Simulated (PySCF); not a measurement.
A GIAO shielding run with PySCF (density fitting, non-relativistic, gas phase) on `InChI=1S/CH5BO3/c3-1-2(4)5/h3-5H,1H2`:

```
$ OMP_NUM_THREADS=1 python probes_run.py task.json out

{"job": {"kind": "nmr", "xc": "PBE0", "basis": "cc-pVTZ", "pop": true}, "charge": 0, "multiplicity": 1}
O     -0.038163    -1.594779     0.629275
C     -0.587958    -0.522806    -0.130946
B      0.436510     0.700099    -0.208289
O      0.129607     1.929070    -0.701395
O      1.696251     0.471751     0.229653
H     -0.185517    -1.398132     1.560196
H     -0.756650    -0.912973    -1.151263
H     -1.592486    -0.232406     0.234876
H     -0.786771     2.006495    -0.978392
H      1.737434    -0.459220     0.498085
```

Hardware: 1 thread of an Arm Neoverse V1, shared host. The job also computes population analyses, field gradients.

(1) How large is the calculation?

(2) How long does it take, and how much memory does it need?

(3) And these other runs on the same molecule and hardware: GIAO shielding at PBE0/pcSseg-1; GIAO shielding at PBE0/pcSseg-2; GIAO shielding at B97-2/pcSseg-2; GIAO shielding at BHandHLYP/pcSseg-2; GIAO shielding at CAM-B3LYP/pcSseg-2; GIAO shielding at LC-wPBE/pcSseg-2?

Results:

(1) 40 electrons, 220 basis functions and 538 auxiliary functions.

(2) 17 s of wall time, with 13 SCF cycles and 4 response iterations; peak memory 0.96 GiB. Times on a shared host scatter by some tens of per cent.

(3) PBE0/pcSseg-1: 110 functions, 6.5 s; PBE0/pcSseg-2: 250 functions, 21 s; B97-2/pcSseg-2: 250 functions, 20 s; BHandHLYP/pcSseg-2: 250 functions, 20 s; CAM-B3LYP/pcSseg-2: 250 functions, 28 s; LC-wPBE/pcSseg-2: 250 functions, 36 s.
